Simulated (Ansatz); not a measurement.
Cl5W, SMILES [Cl][W-]([Cl])([Cl])([Cl])[Cl] (connectivity only; charge and spin as stated), charge -1, multiplicity 3.

Coordinates come from a B3LYP-D3(BJ)/def2-SVPD optimisation. The spin state was assumed, not searched. The def2 effective core potentials stand for the cores of W; spin–orbit coupling is left out.

Two levels are set side by side: PBE/def2-TZVPD (Ansatz, an electronic-structure program) and CAM-B3LYP/def2-TZVPD (Ansatz). Energy differences of separate SCF runs at the same geometry; the states with an electron removed or added have multiplicity 2. Differences are taken from unrounded values.

```json
[
 {"quantity": "vertical ionisation energy (eV)", "CAM-B3LYP": "4.16", "PBE": "3.33", "PBE minus CAM-B3LYP": "-0.83"}
]
```
